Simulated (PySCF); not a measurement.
## How methods differ on the excitation energy of Ca

Ca [Ar] 4s2 (1S) → Ca [Ar] 3d1 4s1 (3D), as a difference of total energies. Calculation: PySCF 2.14, in x2c-TZVPPall (6s5p3d, 36 functions); scalar relativity by spin-free X2C-1e. Correlated levels: valence and next inner shell: [Ne] frozen. The calculations carry no spin-orbit coupling.

```
                                method  excitation energy (eV)
                                   UHF                   2.501
    MP2 (valence and next inner shell)                   3.224
SCS-MP2 (valence and next inner shell)                   3.312
   CCSD (valence and next inner shell)                   3.295
CCSD(T) (valence and next inner shell)                   3.330
```

Task: How much does correlation contribute at CCSD(T) (valence and next inner shell)?

Result: 3.330 − (2.501) = 0.829 eV, measured against UHF.

Errors of the correlated levels include the incompleteness of this basis and the frozen core.

For comparison: 2.524 eV (measured; NIST levels, between the centres of gravity of the two terms).
